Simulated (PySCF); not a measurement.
HgCl, SMILES [Cl][Hg+], charge +1. Atoms are numbered in the order given.

```xyz
2

Hg     0.0000     0.0000    -0.3980
Cl     0.0000     0.0000     1.8730
```
Charge +1, spin multiplicity 1.

Geometry optimised at B3LYP-D3(BJ)/def2-TZVPD. The spin state was assumed, not searched. The def2 effective core potentials stand for the cores of Hg; spin–orbit coupling is left out.

These are TDA-PBE/def2-TZVPD (PySCF 2.14.0) values and carry that method's errors.

Vertical excitations; the highest root listed may be one member of a degenerate set. Isolated molecule, no solvent. State labels are in the subgroup C2v.

Computed lowest excited states:
| state | symmetry | energy (eV) | λ (nm) | f | main pairs |
|---|---|---|---|---|---|
| S1 | B1 | 1.63 | 760 | 0.002 | HOMO→LUMO (degenerate set) |
| S2 | B2 | 1.63 | 760 | 0.002 | HOMO−1→LUMO (degenerate set) |
| S3 | A1 | 4.98 | 249 | 0.163 | HOMO−2→LUMO 79 % |
| S4 | A1 | 6.43 | 193 | 0.000 | HOMO−3→LUMO (degenerate set) |
| S5 | A2 | 6.43 | 193 | 0.000 | HOMO−4→LUMO (degenerate set) |
| S6 | A2 | 6.75 | 184 | 0.000 | HOMO→LUMO+1 50 %, HOMO−1→LUMO+2 50 % |
| S7 | A2 | 6.81 | 182 | 0.000 | HOMO−1→LUMO+2, HOMO→LUMO+1 (degenerate set) |
| S8 | A1 | 6.81 | 182 | 0.000 | HOMO→LUMO+2, HOMO−1→LUMO+1 (degenerate set) |
| S9 | B1 | 7.08 | 175 | 0.005 | HOMO−5→LUMO (degenerate set) |
| S10 | B2 | 7.08 | 175 | 0.005 | HOMO−6→LUMO (degenerate set) |
| T1 | B1 | 1.04 | 1195 | 0 | HOMO→LUMO (degenerate set) |
| T2 | B2 | 1.04 | 1195 | 0 | HOMO−1→LUMO (degenerate set) |
| T3 | A1 | 3.05 | 407 | 0 | HOMO−2→LUMO 100 % |
| T4 | A1 | 6.07 | 204 | 0 | HOMO−3→LUMO 99 % |
Triplets are in the Tamm–Dancoff approximation.
